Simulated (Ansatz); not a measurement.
`[CH3][Ge]([CH3])([F])[F]` and `[CH3][Ge]([F])([F])[C]#N` differ in one atom or group.

Ansatz, PBE0-D4/def2-TZVP geometries, multiplicity 1. 

Scalar relativity is left out up to krypton.

| property | `[CH3][Ge]([CH3])([F])[F]` |
| --- | --- |
| HOMO–LUMO gap (PBE/def2-TZVPP) / eV | 7.31 |
| HOMO–LUMO gap (PBE0/def2-TZVPP) / eV | 9.60 |
| LUMO energy (PBE0/def2-TZVPP) / eV | 0.62 |
| ideal-gas entropy at 298 K and 1 bar (rigid rotor, harmonic PBE0-D4/def2-TZVP) / J/(mol·K) | 361 |
| size of the dipole moment (B3LYP/def2-TZVPP) / D | 3.42 |
| HOMO energy (PBE0/def2-TZVPP) / eV | -8.99 |

(1) What does the change do to each property? (Estimate.)

Answers

(1) The calculation gave: 
| property | `[CH3][Ge]([F])([F])[C]#N` | shift |
| --- | --- | --- |
| HOMO–LUMO gap (PBE/def2-TZVPP) / eV | 6.67 | -0.64 |
| HOMO–LUMO gap (PBE0/def2-TZVPP) / eV | 9.26 | -0.34 |
| LUMO energy (PBE0/def2-TZVPP) / eV | -1.08 | -1.70 |
| ideal-gas entropy at 298 K and 1 bar (rigid rotor, harmonic PBE0-D4/def2-TZVP) / J/(mol·K) | 373 | 12 |
| size of the dipole moment (B3LYP/def2-TZVPP) / D | 4.25 | 0.83 |
| HOMO energy (PBE0/def2-TZVPP) / eV | -10.35 | -1.36 |

With PBE0 the HOMO falls by 1.36 eV and the LUMO falls by 1.70 eV, so the gap narrows by about 0.34 eV. PBE moves the HOMO by -1.16 eV and ωB97M-V by -1.44 eV. The zero-point energy changes by -73.9 kJ/mol with -6 modes. Dipoles are sizes alone; their direction can turn.

B3LYP here is the variant with VWN-RPA as its local correlation; programs differ in this.
